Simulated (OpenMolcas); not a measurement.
**4d³ along the 39-electron sequence**

| Quantity | Value |
| --- | --- |
| Program | OpenMolcas 26.06 |
| Method | CASSCF |
| Basis | ANO-R2 |
| Scalar Hamiltonian | X2C, finite nucleus |
| Spin-orbit coupling | state interaction with AMFI integrals over the reference wave functions, term energies averaged over their components |

Active space for each ion: 3 electrons in 10 orbitals (4d 5d).

Computed levels in cm-1 above ⁴F_3/2:

```csv
Level,Nb2+,Mo3+,Tc4+,Ru5+,Rh6+,Pd7+
⁴F_5/2,504,760,1037,1389,1809,2381
⁴F_7/2,1166,1737,2349,3110,4001,5181
⁴F_9/2,1950,2871,3842,5025,6382,8127
⁴P_1/2,11055,12876,14690,16382,18049,19713
⁴P_3/2,11165,12975,14752,16361,17894,19319
²G_7/2,11732,13874,16065,18147,20243,22396
⁴P_5/2,11882,14108,16348,18577,20873,23375
²G_9/2,12291,14607,16943,19149,21338,23541
²P_1/2,15375,18160,20976,23680,26419,29281
weight of ⁴F in the lowest level (%),100,99,99,99,98,97
```

Mixed levels, with the weight of the term that names them: Ru5+ ²G_9/2 (75 %), Rh6+ ²G_9/2 (68 %), Pd7+ ²G_9/2 (61 %).

Measured, with the error of the calculation in %. Measured levels: Nb2+ from the list in Shadmi, J. Res. Natl. Bur. Stand. 70A, 435 (1966); Mo3+ from Sugar and Musgrove, J. Phys. Chem. Ref. Data 17, 155 (1988).

```csv
Level,Nb2+,Mo3+
⁴F_5/2,516 (-2.2),778 (-2.3)
⁴F_7/2,1177 (-0.9),1760 (-1.3)
⁴F_9/2,1939 (+0.6),2865 (+0.2)
⁴P_1/2,8664 (+27.6),10338 (+24.5)
⁴P_3/2,8608 (+29.7),10331 (+25.6)
²G_7/2,9236 (+27.0),11580 (+19.8)
⁴P_5/2,9594 (+23.8),11612 (+21.5)
²G_9/2,9804 (+25.4),12311 (+18.7)
²P_1/2,,14348 (+26.6)
```

The fine-structure level ⁴F_9/2 changes by a factor of 4.17 from Nb2+ to Pd7+. Its fourth root runs 6.65, 7.32, 7.87, 8.42, 8.94, 9.49, with steps per unit of Z of 0.67, 0.55, 0.55, 0.52, 0.56; equal steps would mean a (Z - σ)^4 law with constant σ.

⁴P_1/2 changes by a factor of 1.78 over the same range, with steps per unit of Z of +1820, +1810, +1690, +1670, +1660 cm-1.

Without dynamic correlation excited terms often stand tens of per cent too high (terms of higher spin than the ground term too low), and those without a measured partner can miss by more than the paired ones. Active for correlation alone: 5d; no level in the range computed is led by a configuration that fills it, so any true level of that kind is missing. Measured partners are found by configuration, term and J. A level has none where our copy of the source lacks it or the pairing is in doubt (some pairs that miss far off the trend of their configuration count as doubtful), and it then counts in no deviation. Only configurations of the active space appear.
